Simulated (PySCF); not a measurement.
A calculated (PBE0, PySCF 2.14, x2c-TZVPall, scalar relativity by spin-free X2C-1e) atom or ion has these occupied shells.

```
shell  electrons  orbital energy (eV)  rms radius, mean of both spins (bohr)
 1s α          1              -7653.7                                 0.0649
 1s β          1              -7653.7                                 0.0649
 2s α          1              -935.02                                  0.277
 2s β          1              -933.20                                  0.277
 2p α          3              -802.67                                  0.249
 2p β          3              -801.12                                  0.249
 3s α          1              -129.36                                  0.832
 3s β          1              -124.89                                  0.832
 3p α          3              -91.205                                  0.888
 3p β          3              -86.383                                  0.888
 3d α          5              -30.886                                   1.15
 3d β          2              -28.213                                   1.15
```

(1) Name the element and its charge.

Answers

(1) Co²⁺ (cobalt, charge +2), in [Ar] 3d7, high-spin 4F determinant.
